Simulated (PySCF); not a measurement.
## Solvent effects on NMR parameters

Geometry (Å), atoms numbered from 1 in this order:
```xyz
19

C     2.3090    1.2490   -0.7606
C     1.5951    0.2392   -0.2573
C     1.9867   -0.5850    0.9314
P     0.0175   -0.1765   -1.0811
S    -0.4624    0.9060   -2.6311
C    -1.2187   -0.1898    0.2460
C    -1.9073    1.1064    0.5778
C    -2.6653    0.0188   -0.1057
H     3.2642    1.5434   -0.3136
H     1.9455    1.8009   -1.6341
H     3.0081   -0.3410    1.2573
H     1.3087   -0.4094    1.7826
H     1.9499   -1.6640    0.7061
H     0.1933   -1.5697   -1.3356
H    -0.9884   -0.8750    1.0688
H    -2.1023    1.3141    1.6328
H    -1.6369    1.9752   -0.0307
H    -3.4019   -0.5550    0.4624
H    -2.8960    0.1688   -1.1651
```

GIAO PBE0/pcSseg-1 in PySCF 2.14 on one PBE0-D3(BJ)/def2-SVP conformer, non-relativistic, equivalent nuclei averaged. Solvents enter as an IEF-PCM continuum (cyclohexane with ε = 2.0, water with ε = 78.4) around the gas-phase geometry. Shifts are referred to TMS, CS2 computed in the same medium.

Gas phase, δ in ppm: C2 145.2, C1 141.3, C3 20.7, C6 6.9, C8 4.1, C7 0.0, S5 -348.3, H14 7.05, H10 6.66, H9 6.26, H11/H12/H13 2.02, H19 1.21, H17 0.82, H15 0.75. Dipole moment 4.68 D.

Problem. How does each δ change in the continuum?

Solution. 
```csv
atoms,environment,"Δδ, cyclohexane","Δδ, water"
C2,fully substituted alkene carbon,+1.0,+3.5
C1,terminal =CH2 carbon,-0.1,-1.0
C3,allylic methyl carbon,+0.2,+0.6
C6,three-membered-ring carbon,+0.1,+0.3
C8,three-membered-ring carbon,+0.2,+0.6
C7,three-membered-ring carbon,+0.2,+0.5
S5,sulfur bonded to P,-9.9,-26.1
H14,"hydrogen on a phosphorus bonded to 2 C, S",+0.02,+0.14
H10,hydrogen on a terminal =CH2 carbon,-0.05,-0.22
H9,hydrogen on a terminal =CH2 carbon,+0.08,+0.18
H11/H12/H13,hydrogen on an allylic methyl carbon,+0.06,+0.20
H19,hydrogen on a three-membered-ring carbon,-0.10,-0.35
H17,hydrogen on a three-membered-ring carbon,-0.07,-0.30
H15,hydrogen on a three-membered-ring carbon,+0.18,+0.61
```

Changes are relative to the gas phase. The dipole moment becomes 5.44 D in cyclohexane, 6.89 D in water.

Problem. Which of the listed nuclei move most (in ppm), and what does the model miss?

Solution. S5 (sulfur bonded to P, -26.1 ppm) in water. A continuum only polarises the solute; specific hydrogen bonds, the anisotropy of aromatic solvents and changes of geometry or conformer are outside it.
